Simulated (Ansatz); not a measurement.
`[AlH2][S][SiH3]` + `[AlH2][SeH]` → `[AlH2][Se][SiH3]` + `[AlH2][SH]` at 500 K and 1 bar (ligand exchange at the Si–S bond).

Program: Ansatz. Geometries: PBE0-D4/def2-TZVP. ΔE: electronic, gas phase. CCSD(T)/CBS adds triple-zeta CCSD(T) − MP2 to the extrapolated MP2 energy (def2 sets, frozen cores). This one scheme is used for every species. For Se outer-core shells are correlated without core-valence functions, which leaves a few kJ/mol of doubt a bond. Scalar relativity is left out up to krypton.

| species | CCSD(T)/CBS energy (Eh) | H − E (kJ/mol) | S (J/(mol·K)) |
| --- | --- | --- | --- |
| `[AlH2][S][SiH3]` | -931.92152 | 148.1 | 386.9 |
| `[AlH2][SeH]` | -2644.54675 | 84.4 | 318.1 |
| `[AlH2][Se][SiH3]` | -2934.85173 | 147.2 | 401.9 |
| `[AlH2][SH]` | -641.61836 | 86.7 | 303.7 |

H − E and S are ideal-gas, rigid-rotor, harmonic terms from PBE0-D4/def2-TZVP. 1 Eh = 2625.50 kJ/mol, R = 8.31446 J/(mol·K).

By hand: ΔE, ΔH, ΔS and ΔG.

ΔE = (-2934.85173) + (-641.61836) − (-931.92152) − (-2644.54675) = -0.00182 Eh = -4.8 kJ/mol. Δ(H − E) = 147.2 + 86.7 − 148.1 − 84.4 = 1.4, so ΔH = -3.4 kJ/mol. ΔS = 401.9 + 303.7 − 386.9 − 318.1 = 0.6 J/(mol·K). ΔG = -3.4 − 500 × (0.6)/1000 = -3.7 kJ/mol.

By hand: the equilibrium constant, and the temperature at which ΔG would vanish if ΔH and ΔS stayed fixed.

log₁₀ K = −ΔG/(RT ln 10) = 0.4. ΔH and −TΔS have one sign here, so there is no such temperature. One of them is within its doubt of zero, so this could turn.

The number of gas molecules stays the same, so ΔS is small and ΔH decides. The sign of ΔG lies within the doubt. A doubt of 5 kJ/mol in ΔE shifts log₁₀ K by 0.5 here. These are equilibria of isolated gas molecules and say nothing of rates. Largest T1 diagnostic: 0.011 (customary marks: 0.02 for closed shells, 0.045 for open ones).
